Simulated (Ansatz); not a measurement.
Mulliken charges of GaH5O2Si (`O[SiH2][GaH][OH]`) from B3LYP/def2-TZVPP in Ansatz (PBE0-D4/def2-TZVP geometry).

| atom | x (Å) | y (Å) | z (Å) | charge (e) |
| --- | --- | --- | --- | --- |
| O1 | -0.717 | 1.624 | -0.610 | -0.404 |
| Si2 | 0.805 | 0.989 | -0.554 | 0.375 |
| Ga3 | 0.402 | -1.158 | 0.449 | 0.305 |
| O4 | -1.393 | -1.008 | 0.650 | -0.449 |
| H5 | -1.389 | 1.032 | -0.249 | 0.211 |
| H6 | 1.709 | 1.858 | 0.251 | -0.082 |
| H7 | 1.391 | 0.906 | -1.920 | -0.082 |
| H8 | 1.053 | -2.496 | 0.940 | -0.043 |
| H9 | -1.861 | -1.746 | 1.044 | 0.168 |

Q: By hand: the dipole of these point charges (1 e Å = 4.8032 D).

A: Σ q r = (0.434, -0.381, 0.103) e Å, of length 0.587 e Å = 2.82 D.

Q: How does the dipole of the full density compare? (Estimate.)

A: Computed: (0.107, -0.472, 0.192) e Å, 2.50 D; the point charges give 1.13 times that, at 36° from its direction.

Point charges leave out the atoms' own dipoles, such as those of lone pairs, and Mulliken's split depends on the basis, so the two needn't agree.

B3LYP here is the variant with VWN-RPA as its local correlation; programs differ in this.
